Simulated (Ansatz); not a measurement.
C₃H₁₀Ge (`C[CH](C)[GeH3]`) at its PBE0-D4/def2-TZVP geometry, where that method's forces vanish. The species carries charge 0 and has multiplicity 1.

```xyz
14

C    -0.0372   -1.4707   -0.4266
C    -0.0802   -0.2063    0.4204
C    -1.4139    0.5157    0.2867
Ge    1.4134    0.9924   -0.0366
H     0.9030   -2.0148   -0.3073
H    -0.8511   -2.1505   -0.1522
H    -0.1535   -1.2388   -1.4899
H     0.0705   -0.4792    1.4711
H    -1.5895    0.8349   -0.7454
H    -1.4669    1.4037    0.9215
H    -2.2427   -0.1431    0.5676
H     1.3908    2.2541    0.8476
H     1.2924    1.4253   -1.5117
H     2.7650    0.2775    0.1547
```

(1) What forces (eV/Å) does PBE-D4/def2-TZVPP give on these atoms in Ansatz? (Best estimate.)

Results:

(1) Ansatz gave: 
```
C1   0.031 -0.011  0.000
C2  -0.041 -0.029  0.002
C3   0.003  0.030  0.015
Ge4  0.087  0.062 -0.005
H5   0.179 -0.115  0.014
H6  -0.162 -0.139  0.050
H7  -0.023  0.037 -0.210
H8   0.042 -0.044  0.205
H9  -0.043  0.065 -0.200
H10 -0.023  0.176  0.119
H11 -0.170 -0.128  0.053
H12  0.000  0.123  0.081
H13 -0.013  0.040 -0.138
H14  0.131 -0.066  0.015
```
